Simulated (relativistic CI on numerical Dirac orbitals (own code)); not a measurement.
Calculated at this level of theory: Dirac equation for one electron, model QED (radiative potential, 1s self-energy scaled to tabulated hydrogen-like ionisation energies) (own radial code, finite nucleus).

Configurations in the expansion: 1s, 2s, 2p, 3s, 3p, 3d, 4s, 4p, 4d, 4f, 5s, 5p, 5d, 5f, 5g, 6s, 6p, 6d. Levels of other configurations are missing.

Outline of the computed level scheme of Cu XXIX. Lowest level of each configuration: 1s 2S_1/2 at 0.0 eV; 2p 2P°_1/2 at 8666.0 eV; 2s 2S_1/2 at 8666.9 eV; 3p 2P°_1/2 at 10281.7 eV; 3s 2S_1/2 at 10282.0 eV; 3d 2D_3/2 at 10291.5 eV; 4p 2P°_1/2 at 10845.9 eV; 4s 2S_1/2 at 10846.0 eV; 4d 2D_3/2 at 10850.0 eV.

Some strong electric-dipole decays among the lowest 14 levels: 2p 2P°_1/2 → 1s 2S_1/2 (4.5e+14 s⁻¹); 2p 2P°_3/2 → 1s 2S_1/2 (4.4e+14 s⁻¹); 3p 2P°_3/2 → 1s 2S_1/2 (1.2e+14 s⁻¹); 3p 2P°_1/2 → 1s 2S_1/2 (1.2e+14 s⁻¹); 4p 2P°_3/2 → 1s 2S_1/2 (4.8e+13 s⁻¹); 4p 2P°_1/2 → 1s 2S_1/2 (4.8e+13 s⁻¹); 3d 2D_5/2 → 2p 2P°_3/2 (4.6e+13 s⁻¹); 3d 2D_3/2 → 2p 2P°_1/2 (3.9e+13 s⁻¹).
